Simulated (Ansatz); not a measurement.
`CO[Si](OC)(OC)O[Si](O)(O)O` at its PBE0-D4/def2-TZVP geometry, where that method's forces vanish. The species carries charge 0 and has multiplicity 1.

```xyz
24

C    -1.5681   -2.0593    1.0207
O    -1.7121   -0.6984    0.6795
Si   -0.4989    0.2481    0.1616
O    -1.1542    1.6077   -0.4144
C    -2.1137    1.6649   -1.4487
O     0.5370    0.6769    1.3558
C     0.1652    1.5166    2.4330
O     0.3988   -0.5672   -0.9099
Si    1.9744   -0.6975   -1.3106
O     2.3582   -2.1915   -1.8369
O     2.1886    0.3288   -2.5537
O     2.8761   -0.3826    0.0109
H    -1.1058   -2.6251    0.2062
H    -0.9596   -2.1798    1.9231
H    -2.5608   -2.4684    1.2141
H    -2.9797    1.0369   -1.2194
H    -2.4442    2.6998   -1.5466
H    -1.6800    1.3431   -2.4002
H    -0.6878    1.1016    2.9784
H     1.0136    1.5921    3.1143
H    -0.0956    2.5155    2.0742
H     2.6510   -2.8077   -1.1641
H     2.9961    0.2338   -3.0597
H     2.4018    0.1119    0.6923
```

**Question.** What forces (eV/Å) does B3LYP-D4/def2-TZVPP give on these atoms in the Gaussian-basis code of Ansatz? (Estimate.)

**Answer.** The calculation gave: 
```
C1  -0.018 -0.380  0.099
O2  -0.076  0.199 -0.030
Si3 -0.035  0.035  0.004
O4   0.145  0.054  0.148
C5  -0.262  0.074 -0.279
O6   0.109 -0.135 -0.128
C7  -0.048  0.226  0.315
O8  -0.040 -0.033 -0.039
Si9 -0.003 -0.032 -0.054
O10  0.033 -0.137 -0.020
O11  0.044  0.084 -0.109
O12  0.038  0.056  0.116
H13 -0.026  0.025  0.050
H14 -0.031  0.001 -0.046
H15  0.058  0.011 -0.006
H16  0.043  0.038 -0.019
H17  0.010 -0.058 -0.005
H18 -0.031  0.018  0.047
H19  0.047  0.028 -0.024
H20 -0.052  0.002 -0.032
H21  0.014 -0.054  0.029
H22  0.019 -0.067 -0.016
H23  0.015  0.041 -0.053
H24  0.047  0.005  0.053
```

B3LYP here is the variant with VWN-RPA as its local correlation; programs differ in this.
